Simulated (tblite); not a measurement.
Species: C5H13NSi.
Numbering: `[CH2:1]=[N:2][SiH2:3][C@H:4]([CH3:5])[CH2:6][CH3:7]` (hydrogens: H8, H9 on C1; H10, H11 on Si3; H12 on C4; H13, H14, H15 on C5; H16, H17 on C6; H18, H19, H20 on C7)

Structure optimised with GFN2-xTB, isolated species.

(1) Give the optimised bond lengths and angles.

Results:

(1) 
| bond | length (Å) |
| --- | --- |
| C1=N2 | 1.247 |
| N2–Si3 | 1.724 |
| Si3–C4 | 1.913 |
| C4–C5 | 1.528 |
| C4–C6 | 1.530 |
| C6–C7 | 1.522 |
| C1–H8 | 1.088 |
| C1–H9 | 1.094 |
| Si3–H10 | 1.463 |
| Si3–H11 | 1.473 |
| C4–H12 | 1.096 |
| C5–H13, C5–H14, C5–H15 | 1.089 |
| C6–H16 | 1.096 |
| C6–H17 | 1.092 |
| C7–H18, C7–H19, C7–H20 | 1.087 |

Bonds in one row agree within 0.01 Å and their mean is given. A selection of angles:
| angle | degrees |
| --- | --- |
| N2–C1–H8 | 119.3 |
| N2–C1–H9 | 124.9 |
| H8–C1–H9 | 115.7 |
| C1–N2–Si3 | 134.0 |
| N2–Si3–C4 | 108.6 |
| N2–Si3–H10 | 102.2 |
| N2–Si3–H11 | 116.0 |
| C4–Si3–H10 | 111.2 |
| C4–Si3–H11 | 108.0 |
| H10–Si3–H11 | 110.7 |
| Si3–C4–C5 | 108.8 |
| Si3–C4–C6 | 113.9 |
| Si3–C4–H12 | 109.4 |
| C5–C4–C6 | 109.3 |
| C5–C4–H12 | 107.6 |
| C6–C4–H12 | 107.6 |
| C4–C5–H13 | 111.3 |
| C4–C5–H15 | 110.4 |
| H13–C5–H14 | 108.1 |
| C4–C6–C7 | 113.5 |
| C4–C6–H16 | 108.5 |
| C4–C6–H17 | 109.3 |
| C7–C6–H16 | 108.7 |
| C7–C6–H17 | 109.4 |
| H16–C6–H17 | 107.2 |
| C6–C7–H18 | 110.4 |
| H18–C7–H19 | 108.4 |
| H19–C7–H20 | 108.8 |

Torsions: C1–N2–Si3–C4 113° (anticlinal); N2–Si3–C4–C5 -176° (antiperiplanar); Si3–C4–C6–C7 -69° (synclinal).

Si3 (SiH2 silicon) is distorted tetrahedral (angles from 102.2° to 116.0°). Of the pairs four or more bonds apart, N2···H19 is among the closest relative to their van der Waals radii: 2.37 Å, 86 % of the sum of Bondi's values.

Point group: C1 (no symmetry element, even within 0.4 Å). Its lowest GFN2-xTB frequency is 12 cm⁻¹, too small to tell a flat minimum from a shallow saddle. One conformer, not necessarily the lowest. 3 starts were optimised and ended at 0.00, 0.23 and 2.33 kcal/mol (GFN2-xTB); the lowest of these is shown.

Hardware: Arm Neoverse V1, one thread, no GPU (shared host). Cost: 0.68 s. This is the geometry optimisation.

These are computed values.
